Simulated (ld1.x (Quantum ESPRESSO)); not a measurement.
**niobium: PAW pseudisation with PBE, scalar-relativistic reference atom.**

ld1.x (Quantum ESPRESSO) 7.5 input, shortened:

```
&input
   title='Nb', zed=41., rel=1, dft='PBE', iswitch=3,
   config='[Kr] 4d4 5s0 5p0'
 /
 &inputp
   pseudotype=3, lpaw=.true., tm=.true., lloc=-2, rcloc=3.35,
   nlcc=.true., new_core_ps=.true., rcore=2.35,
   which_augfun='PSQ', rmatch_augfun_nc=.true.
 /
6
5S  1  0   0.00   0.00  2.20  3.00  0.0
5S  1  0   0.00   1.00  2.20  3.00  0.0
5P  2  1   0.00   0.00  3.00  3.80  0.0
5P  2  1   0.00   2.30  3.00  3.80  0.0
4D  3  2   4.00   0.00  2.50  2.65  0.0
4D  3  2   0.00   0.85  2.50  2.65  0.0
 &test
   configts(1)='4d4 5s0 5p0'
 /
```

All-electron outer shells of the reference configuration (PBE, scalar-relativistic, ld1.x):

| shell | level (eV) | outermost node (bohr) | outermost maximum (bohr) |
| --- | --- | --- | --- |
| 4p | -40.97 | 0.54 | 1.12 |
| 5s | -9.42 | 1.40 | 2.93 |
| 4d | -9.31 | 0.55 | 1.49 |
| 5p | -5.75 | 1.61 | 3.71 |

(1) Estimate the cutoffs (Ry, on a coarse ladder) from which the occupation-weighted sum of valence levels, in a spherical-Bessel basis at the reference potential, stays within 10 and 1 mRy of its value at 400 Ry.

(2) What does a ghost test show?

(3) Is the overlap operator S = 1 + Σ q|β⟩⟨β| positive definite (Bessel basis up to 400 Ry)?

## Answers

(1) 12 Ry and 18 Ry.

(2) No extra level below or beside the all-electron valence levels (s, p, d, f tested).

(3) Yes: its lowest eigenvalue is 0.18 (d channel).

Test run stopped at test 1 of 7 (negative rho).
